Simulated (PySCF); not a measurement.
Se(SiH3)(GeH3), SMILES [SiH3][Se][GeH3], PBE0/def2-SVP optimised geometry.

```
9

Se     0.36     1.00     0.00
Si    -1.89     0.63     0.02
H     -2.53     1.97     0.02
H     -2.30    -0.13     1.24
H     -2.32    -0.14    -1.19
Ge     0.99    -1.27     0.00
H      0.45    -1.97    -1.26
H      2.53    -1.27     0.00
H      0.45    -1.97     1.26
```

Density from PBE0/def2-TZVP run with PySCF at that geometry.

Minimum of the electron density along straight lines between bonded atoms, close to the bond critical point (lines longer than 1.1 times the sum of covalent radii, or with two minima, are not listed):

```json
[
 {"bond": "Se1–Si2", "length / Å": "2.283", "ρ at the minimum / e bohr⁻³": "0.089", "∇²ρ there / e bohr⁻⁵": "…", "position (fraction from the first atom)": "0.65"},
 {"bond": "Si2–H3", "length / Å": "1.491", "ρ at the minimum / e bohr⁻³": "0.120", "∇²ρ there / e bohr⁻⁵": "…", "position (fraction from the first atom)": "0.49"},
 {"bond": "Si2–H4", "length / Å": "1.494", "ρ at the minimum / e bohr⁻³": "0.120", "∇²ρ there / e bohr⁻⁵": "0.15", "position (fraction from the first atom)": "0.49"},
 {"bond": "Si2–H5", "length / Å": "1.494", "ρ at the minimum / e bohr⁻³": "0.120", "∇²ρ there / e bohr⁻⁵": "0.15", "position (fraction from the first atom)": "0.49"},
 {"bond": "Se1–Ge6", "length / Å": "2.363", "ρ at the minimum / e bohr⁻³": "0.090", "∇²ρ there / e bohr⁻⁵": "…", "position (fraction from the first atom)": "0.56"},
 {"bond": "Ge6–H7", "length / Å": "1.539", "ρ at the minimum / e bohr⁻³": "0.134", "∇²ρ there / e bohr⁻⁵": "0.05", "position (fraction from the first atom)": "0.59"},
 {"bond": "Ge6–H8", "length / Å": "1.536", "ρ at the minimum / e bohr⁻³": "0.134", "∇²ρ there / e bohr⁻⁵": "0.05", "position (fraction from the first atom)": "0.59"},
 {"bond": "Ge6–H9", "length / Å": "1.539", "ρ at the minimum / e bohr⁻³": "0.134", "∇²ρ there / e bohr⁻⁵": "0.05", "position (fraction from the first atom)": "0.59"}
]
```

Q: What belongs in the gaps?

A: 
- Se1–Si2, ∇²ρ there / e bohr⁻⁵: 0.00
- Si2–H3, ∇²ρ there / e bohr⁻⁵: 0.16
- Se1–Ge6, ∇²ρ there / e bohr⁻⁵: -0.01
